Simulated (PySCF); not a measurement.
How methods differ on the ionisation energy of Pt

Pt [Xe] 4f14 5d9 6s1 (3D) → Pt⁺ [Xe] 4f14 5d9 (2D), as a difference of total energies. Calculation: PySCF 2.14, in aug-cc-pV5Z-PP with ECP60MDF (8s8p7d5f4g3h2i, 197 functions); a scalar-relativistic core potential. The calculations carry no spin-orbit coupling.

| method | ionisation energy (eV) |
| --- | --- |
| UHF | 7.565 |
| TPSS | 9.156 |
| B97-3 | 8.872 |

The reference lies between the lowest fine-structure levels, while these numbers refer to the centres of the terms.

For comparison: 8.959 eV (measured; NIST Atomic Spectra Database, ionization energies).
